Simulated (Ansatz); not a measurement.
C2H8GeO3, singlet, at a GFN2-xTB geometry; SC-NEVPT2/STO-3G, CASSCF(4,5) (Ansatz, an electronic-structure program).

Here is a job for Ansatz.
Ansatz 0.2 input:
```yaml
crystal:
  periodic: [false, false, false]
  atoms:
    - {symbol: C, position_ang: [-2.52654782, 0.37975238, 0.59839981]}
    - {symbol: C, position_ang: [-1.27310981, -0.30271342, 1.12173399]}
    - {symbol: Ge, position_ang: [0.31618064, -0.05270576, -0.06429261]}
    - {symbol: O, position_ang: [0.89610707, 1.59979889, -0.08857744]}
    - {symbol: O, position_ang: [1.67076816, -1.04711805, 0.43780309]}
    - {symbol: O, position_ang: [-0.00718377, -0.46460754, -1.73798655]}
    - {symbol: H, position_ang: [-2.37990301, 1.45593563, 0.54035789]}
    - {symbol: H, position_ang: [-2.77393738, 0.01633934, -0.39667788]}
    - {symbol: H, position_ang: [-3.36762956, 0.18088023, 1.26054662]}
    - {symbol: H, position_ang: [-1.01545383, 0.08574554, 2.10582322]}
    - {symbol: H, position_ang: [-1.43962311, -1.37399176, 1.22657603]}
    - {symbol: H, position_ang: [0.62236861, 2.09864714, -0.85523479]}
    - {symbol: H, position_ang: [2.33774090, -0.58208562, 0.93805603]}
    - {symbol: H, position_ang: [0.21907119, -1.36170665, -1.97279924]}
basis:
  gaussian:
    orbitals: STO-3G
magnetization: {spin_polarized: false}
correlation: {method: sc_nevpt2, electrons: all, active_space: {window: {electrons: 4, orbitals: 5}}}
```

It wrote (shortened):

```
Functional definition: HF
657 factors; integrals over basis functions are off by at most 4.5e-5 eV
mean field evaluation 1: about -64019.0845 eV, gradient 3.2e1 eV
mean field evaluation 2: about -64019.2791 eV, gradient 3.2e1 eV
mean field evaluation 4: about -64023.0469 eV, gradient 1.7e0 eV
mean field evaluation 8: about -64023.0596 eV, gradient 3.4e-2 eV
mean field -64023.05965293 eV, -2352.8040458565 hartree, gradient 1.6e-6 eV, S^2 0.000000; 0 other end points of the search recorded, 0 dependent functions left out
reference -64023.05965293 eV, -2352.8040458565 hartree; 38, 38 occupied and 13, 13 virtual orbitals, 657 factors
state -64024.18880368 eV, -2352.8455413815 hartree
state -64024.18880368 eV, -2352.8455413815 hartree; corrected -64029.78666713 eV, -2353.0512590688 hartree
state -64023.81110180 eV, -2352.8316610935 hartree
state -64023.81110180 eV, -2352.8316610935 hartree; corrected -64029.72894135 eV, -2353.0491376855 hartree
state -64024.18880368 eV, -2352.8455413815 hartree; corrected -64029.78666713 eV, -2353.0512590688 hartree
2 active orbitals were swapped for others, from the solution at -64023.81108336 eV, -2352.8316604157 hartree to that at -64024.18877786 eV, -2352.8455404325 hartree; typed "places" are swapped only where nearly empty or full, and so, without "given_window_search", are "orbital_numbers", "shells" and a window whose orbitals a file names under [Active]
Total energy: -64029.78666713 eV, -2353.0512590688 hartree
```
